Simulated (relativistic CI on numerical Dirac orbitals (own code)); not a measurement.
# Cu4+ in a cubic cluster: 2p photoemission with charge transfer

Computed with a charge-transfer multiplet model of a cubic metal-ligand cluster with up to 3 ligand holes, Slater and spin-orbit integrals from Dirac-Coulomb-Breit ions, Slater integrals scaled by 0.9. The ground state mixes d7 with configurations of k ligand holes L, whose averages lie at kΔ + k(k − 1)U_dd/2; a core hole lowers each added d electron by U_cd. 300 K, Lorentzian 0.6 eV and Gaussian 0.8 eV FWHM.

Atomic integrals in eV (Slater integrals scaled, ζ unscaled), ground: F2dd 13.318, F4dd 8.350, zeta_d 0.120; with the core hole: F2dd 14.765, F4dd 9.299, zeta_d 0.162, zeta_core 13.365, F2cd 9.081, G1cd 7.133, G3cd 4.063.

Cluster parameters (eV): Δ = 0.9, U_dd = 6.8, U_cd = 7.8, 10Dq(ligand) = 0.8, V(eg) = 3.6, V(t2g) = -1.54, final-state hopping factor = 1.

```csv
Case,n_d,d7,d8L,d9L2,d10L3,S
10Dq = 0.7 eV,7.79,0.33,0.54,0.12,0.00,0.56
10Dq = 1 eV,7.79,0.34,0.54,0.11,0.00,0.53
10Dq = 1.3 eV,7.78,0.34,0.54,0.11,0.00,0.52
10Dq = 1.6 eV,7.76,0.35,0.54,0.11,0.00,0.51
10Dq = 1.9 eV,7.75,0.36,0.53,0.10,0.00,0.51
```

Weights, n_d and S are thermal averages at 300 K. Binding energies count from the first peak over 30 % of the highest in each spectrum, which can be another peak from case to case. The parameters are a model scan and need not match a compound or its usual spin state. Peaks in eV (height, largest 100):
- 10Dq = 0.7 eV: 0.0 (100), 10.4 (20), 20.8 (46), 23.1 (11), 31.4 (10)
- 10Dq = 1 eV: 0.0 (100), 10.5 (20), 20.9 (48), 23.4 (8), 31.4 (10)
- 10Dq = 1.3 eV: 0.0 (100), 10.5 (21), 20.8 (49), 23.5 (7), 31.2 (10)
- 10Dq = 1.6 eV: 0.0 (100), 10.5 (21), 20.9 (49), 23.8 (6), 31.3 (10)
- 10Dq = 1.9 eV: 0.0 (100), 3.7 (6), 10.6 (22), 20.9 (50), 31.3 (11)

For the case 10Dq = 1.6 eV, Δ = 0.9 eV is smaller than U_dd = 6.8 eV, the charge-transfer side of the Zaanen-Sawatzky-Allen scheme. With the core hole the average of the configuration with one ligand hole lies at Δ − U_cd = -6.9 eV before mixing: the effective hopping of about 5.4 eV (from the holes of the mixed ground state) is comparable with this gap or larger, so the configurations mix strongly.
